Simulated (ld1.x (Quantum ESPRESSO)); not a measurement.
**S, TM semilocal: configuration errors across variants**

ld1.x (Quantum ESPRESSO) 7.5 input, shortened:

```
&input
   title='S', zed=16., rel=0, dft='PBE', iswitch=3,
   config='[Ne] 3s2 3p1 3d-2'
 /
 &inputp
   pseudotype=1, tm=.true., lloc=0,
   nlcc=.true., rcore=0.90
 /
3
3P  2  1   1.00   0.00  1.00  1.00  0.0
3D  3  2  -2.00   0.45  1.30  1.30  0.0
3S  1  0   2.00   0.00  1.30  1.30  0.0
 &test
   configts(1)='3s2 3p1'
 /
```

All-electron excitation energies from the reference (eV): (1) 3s2 3p4 -68.128; (2) 3s2 3p3 -56.346; (3) 3s2 3p2 -34.050; (4) 3s2 3p3.5 -63.462; (5) 3s0 3p6 -47.649; (6) 3s1 3p5 -57.945; (7) 3s2 3p0 46.800.

A semilocal file is local in each channel, so a ghost entry of none says nothing of the separable form that plane-wave codes build from it.

Errors AE − PS in meV (a dash: test not solved or not reliable):

| change | (1) | (2) | (3) | (4) | (5) | (6) | (7) | bound ghosts |
| --- | --- | --- | --- | --- | --- | --- | --- | --- |
| base | +121 | +70 | +21 | +97 | +110 | +114 | +20 | none |
| wave 3p (bound): rc 1.00 bohr becomes 3p (bound): rc 0.68 bohr | +932 | +623 | +264 | +791 | +1046 | +1015 | +46 | none |
| wave 3p (bound): rc 1.00 bohr becomes 3p (bound): rc 1.02 bohr | +115 | +67 | +20 | +92 | +104 | +108 | +21 | none |
| wave 3p (bound): rc 1.00 bohr becomes 3p (bound): rc 1.14 bohr | +99 | +60 | +19 | +81 | +87 | +92 | +25 | none |
| wave 3p (bound): rc 1.00 bohr becomes 3p (bound): rc 1.28 bohr | +92 | +58 | +19 | +76 | +78 | +84 | +30 | none |
| wave 3p (bound): rc 1.00 bohr becomes 3p (bound): rc 1.50 bohr | +92 | +59 | +20 | +77 | +76 | +84 | +34 | none |

Q: Give the same row for: wave 3p (bound): rc 1.00 bohr becomes 3p (bound): rc 0.84 bohr.

A: +241, +138, +41, +192, +279, +257, +28; bound ghosts: none.
